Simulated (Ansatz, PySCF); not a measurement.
C₂H₅N₃Si, SMILES N[SiH]1N=CC=N1. Atoms are numbered in the order given.

```xyz
11

N     -2.0071     0.7676     0.2038
Si    -0.6146    -0.1876     0.4648
N      0.8474     0.8214     0.7696
C      1.7013     0.4379    -0.0957
C      1.2548    -0.6516    -1.0798
N      0.0647    -1.0873    -0.9506
H     -2.0042     1.5518    -0.4401
H     -2.9371     0.3836     0.3309
H     -0.8912    -1.1500     1.5568
H      2.7225     0.8555    -0.1520
H      1.9524    -1.0225    -1.8524
```

The structure is a stationary point at B3LYP-D3(BJ)/def2-SVP. This is a generated structure with no PubChem entry under its InChIKey; it may be hypothetical. The values are those of a single conformer.

Two levels are set side by side: PBE-D3(BJ)/def2-SVP (Ansatz, a quantum-chemistry and plane-wave program) and B3LYP-D3(BJ)/def2-SVP (Ansatz). Each level has its own optimised geometry; the coordinates shown are those of the second. Frequencies come from the Hessian of PySCF at each geometry. Differences are taken from unrounded values.

```tsv
quantity	B3LYP-D3(BJ)
mean bond length (Å)	1.375
bond N1–Si2 (Å)	1.709
bond Si2–N3 (Å)	1.802
bond Si2–N6 (Å)	1.809
bond N3–C4 (Å)	1.275
bond C4–C5 (Å)	1.535
bond C5–N6 (Å)	1.274
bond N1–H7 (Å)	1.015
bond N1–H8 (Å)	1.014
bond Si2–H9 (Å)	1.482
bond C4–H10 (Å)	1.105
bond C5–H11 (Å)	1.105
highest harmonic wavenumber (cm⁻¹)	3679
mean harmonic wavenumber (cm⁻¹)	1251
zero-point energy (kcal/mol)	48.30
```

### Question
What does PBE-D3(BJ) give, and how far is it from B3LYP-D3(BJ)? (An estimate is asked for; the answer gives what the named calculation found.)

### Answer

```
quantity                            PBE-D3(BJ)  PBE-D3(BJ) minus B3LYP-D3(BJ)
----------------------------------  ----------  -----------------------------
mean bond length (Å)                     1.385                          0.010
bond N1–Si2 (Å)                          1.722                          0.014
bond Si2–N3 (Å)                          1.813                          0.010
bond Si2–N6 (Å)                          1.821                          0.011
bond N3–C4 (Å)                           1.286                          0.011
bond C4–C5 (Å)                           1.534                         -0.001
bond C5–N6 (Å)                           1.285                          0.011
bond N1–H7 (Å)                           1.023                          0.008
bond N1–H8 (Å)                           1.022                          0.008
bond Si2–H9 (Å)                          1.497                          0.015
bond C4–H10 (Å)                          1.114                          0.009
bond C5–H11 (Å)                          1.114                          0.009
highest harmonic wavenumber (cm⁻¹)        3597                            -82
mean harmonic wavenumber (cm⁻¹)           1216                            -35
zero-point energy (kcal/mol)             46.93                          -1.37
```

GGA bonds tend to be longer and softer than those of functionals with exact exchange. Differences between two approximate levels are no errors against the true value.
